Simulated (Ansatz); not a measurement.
A nudged elastic band was laid between two geometries of CH3FOSi (7 atoms, charge 0, multiplicity 1).

All numbers below come from UKS PBE/def2-SVP (Ansatz 0.2.0).

```json
{"movable images": "5", "climbing image": "yes", "spring": "5.0 eV/Å²", "optimiser": "quadratic models (default)", "start path": "through a guess of the saddle point", "force threshold": "0.03 eV/Å", "iteration limit": "60", "end points": "relaxed"}
```

Initial state:

```xyz
7
Properties=species:S:1:pos:R:3
C -0.500 0.231 0.593
O 0.665 0.702 -0.075
Si 1.575 0.036 -1.312
F 0.760 -1.387 -1.597
H -0.829 -0.755 0.202
H -0.289 0.140 1.680
H -1.321 0.966 0.464
```

Final state:

```xyz
7
Properties=species:S:1:pos:R:3
C -0.234 -0.317 1.175
O 0.188 0.607 0.426
Si 0.894 0.530 -1.278
F 0.239 -0.963 -1.657
H -0.399 -1.338 0.771
H -0.413 -0.089 2.244
H -0.213 1.501 -1.728
```

Question: Which bonds break or form, and what moves?

Answer: Bonds broken: C1–H7. Bonds formed: Si3–H7.

Question: Give the energies along the band, and the barrier.

Answer: The run converged. The highest image is number 4 of 0 to 6, 4.06 eV above the first end and 2.25 eV above the last; the last end lies 1.80 eV above the first. Neighbouring images differ by up to 3.3 eV, so the band resolves the path poorly. A vibrational analysis at the climbing image gives one clearly imaginary mode, 526i cm⁻¹: a first-order saddle point.

```
image  path coordinate (Å)  energy (eV)  C1–H7 (Å)  Si3–H7 (Å)
    0                 0.00         0.00       1.11        3.52
    1                 0.72         0.50       1.11        3.01
    2                 1.44         3.81       1.37        2.61
    3                 2.16         3.90       1.99        2.41
    4                 2.88         4.06       2.09        2.10
    5                 3.77         2.33       2.71        1.59
    6                 4.66         1.80       3.43        1.54
```

Question: What is the geometry of the highest image?

Answer: 
```xyz
7
Properties=species:S:1:pos:R:3:forces:R:3
C -0.239 -0.209 1.071 0.00 0.00 0.00
O 0.322 0.641 0.123 -0.01 0.00 0.01
Si 1.049 0.345 -1.670 0.00 0.00 0.00
F 0.588 -1.251 -1.720 0.00 0.00 0.00
H -0.521 -1.205 0.697 0.00 0.00 0.00
H -0.832 0.312 1.835 0.00 0.00 0.00
H -0.306 1.298 -0.381 0.00 0.00 0.00
```

Run time: 4.2 min on 2 threads of Arm Neoverse V1 (shared host), peak memory 0.16 GiB.
